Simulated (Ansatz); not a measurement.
Basis-set extrapolation for C3F8O (`FC(F)(F)OC(F)(F)C(F)(F)F`) (PBE0-D4/def2-TZVP geometry, frozen core, Ansatz). Multiplicity 1, RHF reference.

```csv
,def2-TZVPP,def2-QZVPP
HF,-984.431569,-984.473477
MP2 correlation,-2.663914,-2.907279
CCSD(T) correlation,-2.756619,not run
```

Energies in hartree. Use E(X) = E(∞) + A·exp(−7.88·√X) for Hartree–Fock and E(X) = E(∞) + B·X^(−2.97) for correlation, with X = 3 and 4, and add CCSD(T) minus MP2 of the smaller set to the MP2 limit.

What is the CCSD(T) energy at the basis-set limit?

HF limit: -984.473477 + (-0.041908) × 0.13774 = -984.47925. MP2 limit: -2.907279 + (-0.243365) × 0.74074 = -3.08755. Higher-order term: -2.756619 − (-2.663914) = -0.09271. Total: -987.65951 hartree, 12.83 eV below CCSD(T)/def2-TZVPP.
